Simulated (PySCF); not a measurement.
Level of theory: B3LYP-D3(BJ)/def2-TZVP (PySCF 2.14.0). Gas-phase values, no solvent. One relaxed conformer stands for a flexible species; it need not be the lowest. B3LYP has the VWN-RPA correlation part, as in Gaussian. Delta-SCF ions had no search for a lower state. 

Reference species (SMILES): `[InH3]` (neutral, multiplicity 1).

| Quantity | Result |
|---|---|
| LUMO | -2.20 eV |
| vertical ionisation energy (Delta-SCF) | 10.58 eV |
| HOMO | -8.00 eV |

Changed species: `[OH][InH2]` (1 of 3 H replaced by OH; the reference has 0 of 3 H replaced by OH).

Question: Give the shifts of the LUMO, vertical ionisation energy (Delta-SCF) and HOMO.

Answer: the LUMO rises by 0.41 eV, to -1.79 eV; the vertical ionisation energy (Delta-SCF) falls by 0.10 eV, to 10.48 eV; the HOMO rises by 0.04 eV, to -7.96 eV.
